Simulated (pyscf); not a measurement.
`[SbH3]` + `[Cl][Ge][Cl]` [singlet] → `[Cl][SbH2]` + `[Cl][GeH]` [singlet] (four-centre exchange; singlet surface; H–Sb, Cl–Ge broken, Cl–Sb, Ge–H formed). Single points on ωB97X-D3(BJ)/def2-SVP structures (PySCF, gas phase). Energies in eV from the separated reactants.

```
level                   barrier  reaction energy
----------------------  -------  ---------------
ωB97X-D3(BJ)/def2-TZVP     0.55            +0.81
PBE/def2-TZVP              0.64            +0.90
r²SCAN/def2-TZVP           0.62            +0.91
B3LYP-D3(BJ)/def2-TZVP     0.64            +0.85
PBE0-D3(BJ)/def2-TZVP      0.58            +0.88
M06-2X/def2-TZVP           0.62            +0.77
```

On the reactant side the descent ends in a complex, 0.31 eV under the separated species and 0.85 eV under the saddle at ωB97X-D3(BJ)/def2-TZVP. On the product side the descent ends in an adduct with a Cl–Ge contact, 0.61 eV under the separated species and 0.34 eV under the saddle at ωB97X-D3(BJ)/def2-TZVP. At ωB97X-D3(BJ)/def2-TZVP, PBE, r²SCAN, B3LYP-D3(BJ), PBE0-D3(BJ), M06-2X the saddle lies under the separated products, which points to a path from their complex (located at ωB97X-D3(BJ) alone), and parting the products costs more than the saddle. What is counted as broken (Cl–Ge) persists as a longer contact in the product adduct; parting that adduct is a step of its own. One saddle was located; it need not be the lowest between these sides. Elements up to Kr have no core potential and no relativistic terms here. Elements past Kr carry the def2 core potentials, without spin-orbit coupling.
